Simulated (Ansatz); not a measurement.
Calculated with Ansatz (gas phase, PBE0-D4/def2-TZVP geometries, no zero-point term in ΔE). CCSD(T)/CBS adds triple-zeta CCSD(T) − MP2 to the extrapolated MP2 energy (def2 sets, frozen cores). Functionals use def2-TZVPP. B3LYP here is the variant with VWN-RPA as its local correlation; programs differ in this. Elements past krypton have def2 core potentials. For In outer-core shells are correlated without core-valence functions, which leaves a few kJ/mol of doubt a bond. One conformer a species, not always the lowest.

`CC(C)[O][InH2]` + `CC(=O)O[SiH2]F` → `CC(C)[O][InH][F]` + `CC(=O)O[SiH3]`  (redistribution)

```tsv
level	ΔE (kcal/mol)	difference from CCSD(T)/CBS
PBE-D4	17.5	-1.6
r2SCAN-D4	19.3	0.2
PBE0-D4	19.5	0.4
B3LYP-D4	19.2	0.1
ωB97X-V	19.1	0.0
ωB97M-V	20.5	1.4
B2PLYP	19.8	0.7
PBE	17.8	-1.3
r2SCAN	19.3	0.2
PBE0	19.7	0.6
B3LYP	19.6	0.5
HF/def2-TZVPP	22.2	3.1
MP2/def2-TZVPP	20.5	1.4
SCS-MP2/def2-TZVPP	20.2	1.1
CCSD/def2-TZVPP	21.1	2.0
CCSD(T)/def2-TZVPP	20.5	1.4
HF/def2-QZVPP	22.1	3.0
MP2/def2-QZVPP	19.7	0.6
SCS-MP2/def2-QZVPP	19.4	0.3
HF/CBS(def2)	22.1	3.0
MP2/CBS(def2)	19.1	0.0
CCSD/CBS(def2)	19.7	0.6
CCSD(T)/CBS	19.1	0
```

Largest T1 diagnostic among the species: 0.016.

In def2-TZVPP, CCSD(T) changes the Hartree–Fock value by −1.7 kcal/mol (the triples alone add −0.7 kcal/mol) and MP2 by −1.7 kcal/mol. From PBE to PBE0 (25 % exact exchange), in def2-TZVPP and without D4, ΔE moves by +1.9 kcal/mol.
